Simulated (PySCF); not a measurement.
SMILES COC(=O)[SiH2]SC, singlet (GFN2-xTB optimised geometry):

```
15

C      1.274    -2.232     0.073
O      0.596    -0.979     0.052
C      1.343     0.123     0.000
O      2.547     0.123     0.000
Si     0.230     1.670     0.000
S     -0.967     1.579    -1.764
C     -1.979     3.075    -1.512
H      0.531    -2.981     0.335
H      2.080    -2.207     0.809
H      1.698    -2.441    -0.911
H     -0.651     1.626     1.166
H      1.056     2.872    -0.015
H     -1.336     3.948    -1.473
H     -2.650     3.145    -2.361
H     -2.547     2.981    -0.594
```

Calculation: PySCF with CAM-B3LYP/def2-TZVP.

Question: What are the frontier orbital energies and the dipole moment?

Answer: HOMO-2 -10.04 eV, HOMO-1 -9.22 eV, HOMO -8.28 eV, LUMO 0.30 eV, LUMO+1 1.05 eV; dipole moment 2.14 D.

Meta-Löwdin charges at CAM-B3LYP/def2-TZVP: C1 -0.13, O2 -0.34, C3 0.31, O4 -0.45, Si5 0.59, S6 -0.18, C7 -0.39, H8 0.13, H9 0.13, H10 0.12, H11 -0.10, H12 -0.10, H13 0.13, H14 0.14, H15 0.13.
